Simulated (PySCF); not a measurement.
C4H5NSi, SMILES C#C[C@@H]([SiH3])C#N. Atoms are numbered in the order given.

```xyz
11

C      2.3105    -1.0292    -0.6075
C      1.3675    -0.3083    -0.3838
C      0.1802     0.5214    -0.1536
Si    -1.3568    -0.3638    -0.9029
C     -0.0585     0.8017     1.2667
N     -0.2989     1.0099     2.3783
H      3.1596    -1.6626    -0.7974
H      0.2897     1.4856    -0.6799
H     -1.5256    -1.6675    -0.2125
H     -2.5438     0.5088    -0.6955
H     -1.0901    -0.5541    -2.3533
```
Charge 0, spin multiplicity 1.

Geometry optimised at ωB97X-D3(BJ)/def2-SVP. The structure was generated by enumeration; whether it is a known compound was not checked.

Two levels are set side by side: PBE/pcSseg-1 (PySCF) and PBE0/pcSseg-1 (PySCF). GIAO shifts against NH3 (¹⁵N), TMS (²⁹Si), TMS (¹H), TMS (¹³C) at the same level; non-relativistic, no solvent, atoms listed together averaged. Differences are taken from unrounded values.

| quantity | PBE |
|---|---|
| δ(¹³C) of C1 (ppm) | 78.1 |
| δ(¹³C) of C2 (ppm) | 77.6 |
| δ(¹³C) of C3 (ppm) | 9.7 |
| δ(²⁹Si) of Si4 (ppm) | -54.8 |
| δ(¹³C) of C5 (ppm) | 116.8 |
| δ(¹⁵N) of N6 (ppm) | 306.3 |
| δ(¹H) of H7 (ppm) | 2.40 |
| δ(¹H) of H8 (ppm) | 3.29 |

### Question
These are the PBE values. What does PBE0 give? (The exact figures need the calculation; the answer reports its results.)

### Answer

```
quantity               PBE0  PBE minus PBE0
--------------------  -----  --------------
δ(¹³C) of C1 (ppm)     81.4            -3.3
δ(¹³C) of C2 (ppm)     78.9            -1.2
δ(¹³C) of C3 (ppm)      7.5             2.1
δ(²⁹Si) of Si4 (ppm)  -51.4            -3.4
δ(¹³C) of C5 (ppm)    121.3            -4.5
δ(¹⁵N) of N6 (ppm)    309.2            -2.9
δ(¹H) of H7 (ppm)      2.60           -0.20
δ(¹H) of H8 (ppm)      3.10            0.19
```

Rough cost on one machine, each run with all the roots and properties that it gave: PBE0 against PBE within a factor of 2.
